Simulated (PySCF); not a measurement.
Au⁴⁶⁺: ionisation energy

Au⁴⁶⁺ [Ar] 3d10 4s2 4p3 [4p1/2^2 4p3/2^1, M_J = 3/2] → Au⁴⁷⁺ [Ar] 3d10 4s2 4p2 [4p1/2^2, M_J = 0], as a difference of total energies. All numbers are calculated (PySCF 2.14, the two-component X2C-1e Hamiltonian, in an even-tempered Gaussian basis (16 s from 6.3 bohr⁻², ratio 2.8; 13 p from 8.2 bohr⁻², ratio 2.8; 8 d from 15 bohr⁻², ratio 2.8; 4 f from 36 bohr⁻², ratio 3)). Correlated levels: [Ne] frozen; the 72 highest virtual spinors dropped. "Screened" scales the spin-orbit matrix elements by Boettger's factors to mimic the two-electron term; Breit and QED terms are absent.

```
                    method  ionisation energy (eV)
           GHF (spin-free)                  2484.5
          GMP2 (spin-free)                  2485.3
 GHF (screened spin-orbit)                  2437.2
GMP2 (screened spin-orbit)                  2438.1
```

Breit and QED terms and the two-electron picture change are absent.

The spin-free rows relax to the high-spin LS determinant and lack the spin-orbit shift.

The labels give the starting determinants; with spin-orbit coupling the two ends relaxed to ⟨J²⟩ = 3.75, ⟨L²⟩ = 2.60, ⟨S²⟩ = 1.55 and ⟨J²⟩ = 0.00, ⟨L²⟩ = 1.39, ⟨S²⟩ = 1.39.

For comparison: 2443 ± 4 eV (theoretical estimate listed by NIST; NIST Atomic Spectra Database, ionization energies).
